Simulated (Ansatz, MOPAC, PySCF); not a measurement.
Complex: PH3 (SMILES P) (first 4 atoms) with AsH3 (SMILES [AsH3]); geometry from B3LYP-D3(BJ)/def2-TZVP, rigid monomers moved along the line of their centres of mass till P1···As5 is 4.19 Å.
(charge 0, multiplicity 1):
```tsv
atom	x (Å)	y (Å)	z (Å)
P	-0.5518	0.1766	0.2743
H	0.7162	-0.4564	0.2556
H	-1.2642	-1.0484	0.2453
H	-0.5941	0.3428	-1.1351
As	-0.4400	-0.2923	4.4336
H	-1.8038	0.3852	4.4715
H	0.2936	1.0413	4.4921
H	-0.4049	-0.4527	5.9519
```

Counterpoise-corrected where a basis set is named; no monomer relaxation. Rows marked so take none.

Correlated levels freeze the cores. Filled d and f shells under p-block atoms count as core. CBS: X⁻³ extrapolation of the correlation energy, Hartree–Fock from the larger set. Rows in 6-31G* carry no dispersion term and start afresh at each structure (6-31G* with six Cartesian d functions); the Pople sets are all-electron and without relativity. The state that PM7 reach isn't checked; PM7 holds dispersion and hydrogen-bond terms.

The values were computed with Ansatz (Gaussian orbitals); MOPAC for PM7 (differences of heats of formation); PySCF for 6-31G* rows. Each number belongs to the level named beside it.

Problem. Estimate the interaction energy that PM7 returns for this input.

Solution. -3.7 kcal/mol

Problem. What interaction energy does CCSD(T)/CBS(def2-SVPD, def2-TZVPPD) give?

Solution. -0.9 kcal/mol

Problem. What interaction energy does HF/6-31G* (no counterpoise) give?

Solution. -0.2 kcal/mol

Ansatz is a first-principles code.
